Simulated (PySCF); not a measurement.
Job for PySCF: R-MP2/6-31G* on HBr (SMILES Br) with ghost functions, monomers drawn apart or pushed together.

```python
from pyscf import gto, scf, dft, mp
from pyscf.data.elements import chemcore

mol = gto.M(
    atom='''
    Br   -0.10747271    0.00186168    5.02078590
    H    -0.76899847    0.06121454    3.75739370
    ghost-Si    0.21561361   -0.23727616    0.01070586
    ghost-H    0.80358519   -1.54370942    0.37642308
    ghost-H   -0.99321581   -0.00538389    0.84144561
    ghost-H   -0.18081622   -0.23855966   -1.41453560
    ghost-H    1.18768323    0.84669029    0.26766979
    ''',
    basis='6-31g*',
    cart=True,
    charge=0, spin=0, verbose=3, max_memory=1800)
mf = scf.RHF(mol)
mf.conv_tol = 1e-8
mf.max_cycle = 100
mf.kernel()
if not mf.converged:
    mf = mf.newton().run(mf.mo_coeff, mf.mo_occ)
pt = mp.MP2(mf, frozen=chemcore(mol)).run()
```

Problem. Predict the final total energy.

Solution. -2572.9492 hartree.
